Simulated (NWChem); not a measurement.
System: CaO; SMILES [O]=[Ca]

```xyz
2

Ca     0.0000     0.0000    -0.5161
O      0.0000     0.0000     1.3070
```
Atoms are numbered in this order, from 1.

The geometry was optimised at PBE-D3(BJ)/def2-SVP.

**Question.** List the 4 lowest vertical singlet excitations from PBE/6-31G* (spherical d), TDA (NWChem).

**Answer.** 
| state | energy (eV) | oscillator strength | leading excitation (squared amplitude) |
|---|---|---|---|
| S1 | 1.19 | 0.010 | HOMO → LUMO (1.00) |
| S2 | 1.19 | 0.010 | HOMO−1 → LUMO (1.00) |
| S3 | 2.62 | 0.118 | HOMO−2 → LUMO (0.49) |
| S4 | 3.19 | 0.000 | HOMO → LUMO+1 (0.45) |
